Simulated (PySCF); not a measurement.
Delta-SCF ions had no search for a lower state. Excitations are Tamm–Dancoff values on a coarser integration grid. The basis has no diffuse functions, so Rydberg states are missing or too high.

CH2OS2, SMILES `O=CSS` (O–C–S–S torsion 5°, C–S–S–H torsion -85°) (charge 0, multiplicity 1)

Level of theory: PySCF 2.14.0 with PBE-D3(BJ)/def2-TZVP // B3LYP-D3(BJ)/def2-TZVP.

```
Item                                                                    Result
--------------------------------------  --------------------------------------
HOMO                                                                  -6.28 eV
dipole moment                                                        0.316 e·Å
LUMO                                                                  -2.36 eV
HOMO–LUMO gap                                                          3.92 eV
S1 excitation (TDA)                                                    4.09 eV
S1 oscillator strength                                                   0.001
T1 excitation (TDA)                                                    3.66 eV
S1–T1 gap (TDA)                                                        0.42 eV
vertical ionisation energy (Delta-SCF)                                 9.38 eV
total energy                                                      -24776.83 eV
cost                                    about 50 core-seconds (a rough figure)
```

```xyz
6

O     -1.2517     0.6611     0.7982
C     -1.1137    -0.0990    -0.1105
S      0.4136    -0.8544    -0.6723
S      1.8034    -0.2274     0.7123
H     -1.9398    -0.4428    -0.7619
H      2.0882     0.9625     0.1496
```
